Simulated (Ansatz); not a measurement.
```yaml
crystal:
  periodic: [false, false, false]
  atoms:
    - {symbol: F, position_ang: [-1.194546, 1.426130, 0.765727]}
    - {symbol: C, position_ang: [0.174689, 1.206440, 0.718166]}
    - {symbol: C, position_ang: [0.460911, -0.259512, 0.498518]}
    - {symbol: Si, position_ang: [-0.403760, -0.993293, -1.008079]}
    - {symbol: H, position_ang: [0.574209, 1.815696, -0.098923]}
    - {symbol: H, position_ang: [0.591128, 1.568640, 1.663075]}
    - {symbol: H, position_ang: [1.540979, -0.386839, 0.365180]}
    - {symbol: H, position_ang: [0.184185, -0.836193, 1.386827]}
    - {symbol: H, position_ang: [-1.867216, -1.120125, -0.800480]}
    - {symbol: H, position_ang: [-0.151610, -0.132027, -2.195589]}
    - {symbol: H, position_ang: [0.156430, -2.345816, -1.273724]}
basis:
  gaussian: {orbitals: 6-31G}
magnetization: {spin_polarized: true, initial_magnetization: 0}
hamiltonian: {xc: {name: wB97X}}
output: {forces: true}
```

```sh
$ ansatz run in.yaml --threads 2 --pin off --events-out ev --progress --plain --max-ram 4352MiB
```

It prints (some lines left out):

```
Functional definition: wB97X
693 factors; integrals over basis functions are off by at most 1.8e-4 eV
269 factors; integrals over basis functions are off by at most 3.6e-6 eV
mean field evaluation 1: about -12776.7969 eV, gradient 1.9e1 eV
mean field evaluation 2: about -12777.5181 eV, gradient 1.6e1 eV
mean field evaluation 4: about -12778.3713 eV, gradient 9.4e-1 eV
mean field evaluation 8: about -12778.4983 eV, gradient 2.5e-2 eV
mean field evaluation 16: about -12778.4983 eV, gradient 1.8e-5 eV
mean field -12778.49829186 eV, -469.6011506488 hartree, gradient 1.8e-5 eV, S^2 0.000000; 0 other end points of the search recorded, 0 dependent functions left out
reference -12778.49826677 eV, -469.6011497267 hartree; 21, 21 occupied and 33, 33 virtual orbitals, 693 factors
Total energy: -12778.49826677 eV, -469.6011497267 hartree
Atom 0 at    -1.194546     1.426130     0.765727 Å, force    -1.892370     0.246399     0.026544 eV/Å
Atom 1 at     0.174689     1.206440     0.718166 Å, force     1.595706     0.038609    -0.021868 eV/Å
Atom 2 at     0.460911    -0.259512     0.498518 Å, force     0.433179     0.012181     0.402760 eV/Å
Atom 3 at    -0.403760    -0.993293    -1.008079 Å, force    -0.254778    -0.101984    -0.207308 eV/Å
Atom 4 at     0.574209     1.815696    -0.098923 Å, force     0.094198    -0.021641    -0.028428 eV/Å
Atom 5 at     0.591128     1.568640     1.663075 Å, force     0.087949    -0.030110     0.020345 eV/Å
Atom 6 at     1.540979    -0.386839     0.365180 Å, force     0.065913    -0.025152     0.023772 eV/Å
Atom 7 at     0.184185    -0.836193     1.386827 Å, force    -0.029616    -0.010638     0.035927 eV/Å
Atom 8 at    -1.867216    -1.120125    -0.800480 Å, force    -0.238831    -0.037042     0.011090 eV/Å
Atom 9 at    -0.151610    -0.132027    -2.195589 Å, force     0.035042     0.166391    -0.198050 eV/Å
Atom 10 at     0.156430    -2.345816    -1.273724 Å, force     0.103608    -0.237012    -0.064784 eV/Å
Dipole moment:     0.457587    -0.053401     0.095465 e Å
```

Run time 7 s (2 threads of an Arm Neoverse V1 on a shared host); peak host memory 0.26 GiB.
